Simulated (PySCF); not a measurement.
C₂H₃BrFIn, SMILES C=[CH][In]([F])[Br]. Atoms are numbered in the order given.

```xyz
8

In     0.3968    -0.5206     0.0000
F      2.3597    -0.6060     0.0000
Br    -0.4570     1.8265     0.0000
C     -0.8904    -2.2221     0.0000
C     -2.2188    -2.0667     0.0000
H     -0.4398    -3.2204     0.0000
H     -2.8951    -2.9311     0.0000
H     -2.6985    -1.0817     0.0000
```

The structure is a stationary point at B3LYP-D3(BJ)/def2-SVP. The structure was generated by enumeration; whether it is a known compound was not checked. The def2 effective core potentials stand for the cores of In; spin–orbit coupling is left out. Other conformers were not sampled.

Level of theory: PySCF with M06-2X/def2-TZVP.

Symmetry labels are those of the subgroup Cs that the program uses (full group Cs).

Task: List the valence orbital energies around the gap with their symmetry. (An estimate is asked for; the answer gives what the named calculation found.)

Result: 
```json
[
 {"orbital": "HOMO−7", "symmetry": "A'", "energy (eV)": "-13.36"},
 {"orbital": "HOMO−6", "symmetry": "A'", "energy (eV)": "-12.56"},
 {"orbital": "HOMO−5", "symmetry": "A\"", "energy (eV)": "-12.52"},
 {"orbital": "HOMO−4", "symmetry": "A'", "energy (eV)": "-11.39"},
 {"orbital": "HOMO−3", "symmetry": "A\"", "energy (eV)": "-10.17"},
 {"orbital": "HOMO−2", "symmetry": "A'", "energy (eV)": "-9.98"},
 {"orbital": "HOMO−1", "symmetry": "A\"", "energy (eV)": "-9.71"},
 {"orbital": "HOMO", "symmetry": "A'", "energy (eV)": "-9.57"},
 {"orbital": "LUMO", "symmetry": "A\"", "energy (eV)": "-1.40"},
 {"orbital": "LUMO+1", "symmetry": "A'", "energy (eV)": "-1.14"},
 {"orbital": "LUMO+2", "symmetry": "A\"", "energy (eV)": "0.53"},
 {"orbital": "LUMO+3", "symmetry": "A'", "energy (eV)": "0.72"}
]
```
